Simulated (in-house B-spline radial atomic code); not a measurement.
Radial electron density of Sn⁵⁺, [Kr] 4d8 5f1. Method: Dirac-Hartree-Fock, average of configuration, Fermi nucleus of rms radius 4.6519 fm. Calculated with a B-spline radial code for spherical atoms.

Columns: r (bohr), 4πr²n(r) (electrons per bohr), bar.

```
 0.00122    2.232 #
 0.00153      3.3 ##
 0.00191    4.802 ###
 0.00238    6.902 ####
 0.00298     9.88 #####
 0.00372    13.87 #######
 0.00466    19.21 ##########
 0.00582    25.88 ##############
 0.00727     33.9 ##################
 0.00909    42.91 #######################
  0.0114    52.09 ############################
  0.0142    59.68 ################################
  0.0178    64.47 ###################################
  0.0222    65.03 ###################################
  0.0277    61.85 #################################
  0.0347     57.5 ###############################
  0.0434    56.66 ##############################
  0.0542    62.65 ##################################
  0.0677    73.73 ########################################
  0.0847    81.96 ############################################
   0.106    78.84 ##########################################
   0.132     66.3 ####################################
   0.165    56.95 ###############################
   0.207    60.78 #################################
   0.258    67.78 ####################################
   0.323    60.02 ################################
   0.404    38.15 ####################
   0.505    22.01 ############
   0.631    20.68 ###########
   0.788    22.83 ############
   0.985    18.31 ##########
    1.23    9.967 #####
    1.54     3.67 ##
    1.92   0.9171 
    2.41   0.1239 
    3.01  0.09938 
    3.76   0.2613 
     4.7   0.2855 
    5.87   0.1401 
    7.34  0.02876 
    9.18 0.002123 
    11.5 4.378e-05 
    14.3 2.335e-07
```

On this grid the curve has 5 maxima, near 0.0222, 0.0847, 0.258, 0.788, 4.7 bohr.

The 5f7/2 radial function P(r) = rR(r), positive near the nucleus, with its small component Q(r) (sign convention: Q ≈ (P' + κP/r)/2c):

| r (bohr) | P | Q |
| --- | --- | --- |
| 0.0542 | 0.0008763 | -3.432e-05 |
| 0.0847 | 0.003793 | -0.0001385 |
| 0.132 | 0.01421 | -0.0004707 |
| 0.207 | 0.0453 | -0.001316 |
| 0.323 | 0.1152 | -0.002802 |
| 0.505 | 0.2327 | -0.004554 |
| 0.788 | 0.359 | -0.005576 |
| 1.23 | 0.4028 | -0.005033 |
| 1.92 | 0.2167 | -0.003216 |
| 3.01 | -0.2994 | -1.79e-05 |
| 4.7 | -0.5345 | 0.001951 |
| 7.34 | -0.1697 | 0.0007266 |
| 11.5 | -0.006625 | 2.988e-05 |
